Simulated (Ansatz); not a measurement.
This geometry of C₂H₈B₂ (12 atoms, charge 0, multiplicity 1) is a first-order saddle point.

All numbers below come from RKS r2SCAN-D4/def2-SVP in Ansatz.

```xyz
12
Properties=species:S:1:pos:R:3
B -0.650 1.837 0.170
C 0.488 0.813 0.412
B -0.154 -0.623 0.401
C 0.255 -1.684 -0.673
H -1.512 1.996 1.004
H -0.722 2.466 -0.862
H 0.767 0.925 1.482
H 1.359 0.911 -0.253
H -0.988 -0.874 1.248
H 1.350 -1.835 -0.663
H -0.237 -2.663 -0.590
H 0.046 -1.269 -1.678
```

Question: Which two structures does it join? (They come from a converged band through this point; their orientation in space is the band's.)

Answer: No bond is made or broken. The dihedral C2–B3–C4–H12 goes from 2 to -139°.

Initial state:

```xyz
12
Properties=species:S:1:pos:R:3
B -1.042 1.650 0.191
C 0.361 0.989 0.234
B 0.145 -0.554 0.432
C 0.523 -1.633 -0.632
H -1.737 1.664 1.181
H -1.481 2.128 -0.831
H 0.799 1.294 1.207
H 1.017 1.235 -0.614
H -0.363 -0.926 1.471
H 1.173 -2.402 -0.177
H -0.394 -2.187 -0.912
H 1.000 -1.257 -1.550
```

Final state:

```xyz
12
Properties=species:S:1:pos:R:3
B -0.660 1.850 0.196
C 0.484 0.833 0.447
B -0.137 -0.606 0.345
C 0.273 -1.646 -0.746
H -1.558 1.965 1.000
H -0.701 2.515 -0.814
H 0.721 0.918 1.529
H 1.372 0.970 -0.186
H -0.959 -0.931 1.178
H 0.874 -1.251 -1.579
H 0.884 -2.415 -0.230
H -0.594 -2.202 -1.140
```

Question: How far does it lie above each of them?

Answer: 1.7 kJ/mol above the first and 1.7 kJ/mol above the second. This is the barrier of this one path; another mechanism may lie lower.

Time of the run: 2.4 min on 2 threads of Arm Neoverse V1 (shared host), peak memory 0.14 GiB.
